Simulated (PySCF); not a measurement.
Static response to an electric field

C₃H₉FO₂Si.
Structure used (PBE0-D3(BJ)/def2-SVP), in Å, numbered top down from 1:
```
atom  x, y, z in Å
C1    -1.7130   -1.2763   -0.1494
C2    -0.5117   -0.3840   -0.3891
C3    -0.8929    1.0787   -0.3091
F4     0.1942    1.8678   -0.6565
O5     0.4758   -0.6879    0.5613
Si6    2.0670   -0.1744    0.5369
O7     2.2747    1.3479    1.1526
H8    -2.4884   -1.1252   -0.9150
H9    -1.3962   -2.3283   -0.1747
H10   -2.1473   -1.0795    0.8427
H11   -0.1200   -0.5615   -1.4120
H12   -1.7137    1.3130   -1.0059
H13   -1.1917    1.3393    0.7193
H14    2.5333   -0.2670   -0.8809
H15    2.8008   -1.0870    1.4423
H16    1.8096    2.0252    0.6473
```

Level: CAM-B3LYP/def2-SVPD (PySCF), static field, nuclei fixed, core orbitals frozen in the response. The polarisability tensor in these axes (au):

```
x   77.81  1.62  4.22
y    1.62 69.19 -0.27
z    4.22 -0.27 65.24
```

Problem. What are the eigenvalues, a third of the trace, and Δα (Δα² = ½Σ(αi − αj)² over the three pairs)?

Solution. Principal values 63.85, 69.08 and 79.31 au; mean 70.75 au = 10.48 Å³ = 11.66 × 10⁻⁴⁰ C²·m²/J; Δα = 13.62 au (19 % of the mean).

Problem. What is the dipole moment, and where does it point?

Solution. (-2.84, -0.38, -1.68) D, 3.32 D in size, pointing from the negative to the positive side. Measured along this direction, the outermost atoms are H15 at the negative end and H8 at the positive end.

Problem. Refractivity n − 1 of an ideal gas of it at 500 K and 1 atm, from the electronic α?

Solution. N = p/kT = 1.4678 × 10¹⁹ cm⁻³, so n − 1 = 2π × N × 10.48 × 10⁻²⁴ cm³ = 967 × 10⁻⁶ at long wavelengths, for an ideal gas.

Problem. Sum over states: ᾱ = Σ f/ω², ω in Eh. What share falls to these 6 lowest TDDFT singlets (eV, f)? 8.04, 0.0090; 8.20, 0.0285; 8.32, 0.0398; 8.39, 0.0253; 8.74, 0.0116; 8.81, 0.0015.

Solution. They add up to 1.24 au, 1.7 % of the 70.75 au; the largest single term is 0.43 au, from the state at 8.32 eV. Terms in order: 0.10, 0.31, 0.43, 0.27, 0.11, 0.01 au. Higher excitations give the rest. The strengths listed sum to 0.116.

Problem. What are the principal values of the traceless quadrupole moment, Θ = ½Σq(3rr − r²1), about the centre of nuclear charge?

Solution. -3.40, -1.87, 5.27 D·Å. The values depend on the origin, since the dipole doesn't vanish. The electronic extent ⟨r²⟩ about the same centre is 1034 bohr², a root-mean-square distance of 2.09 Å for the 66 electrons.

Problem. Along which axes do the principal values lie, and how far do the nuclei extend along each?

Solution. Largest value along (0.95, 0.14, 0.28), where the nuclei span 5.69 Å; middle along (-0.10, 0.98, -0.18), 4.04 Å; least along (-0.30, 0.14, 0.94), 2.92 Å. The response follows the extents in order.

Problem. Rayleigh depolarisation ratio (linearly polarised light, static tensor)?

Solution. ρ = 3Δα²/(45ᾱ² + 4Δα²) = 556.2/(225226 + 741.6) = 0.00246.

The structure is a single PBE0-D3(BJ)/def2-SVP conformer in the gas phase; no vibrational or solvent corrections.
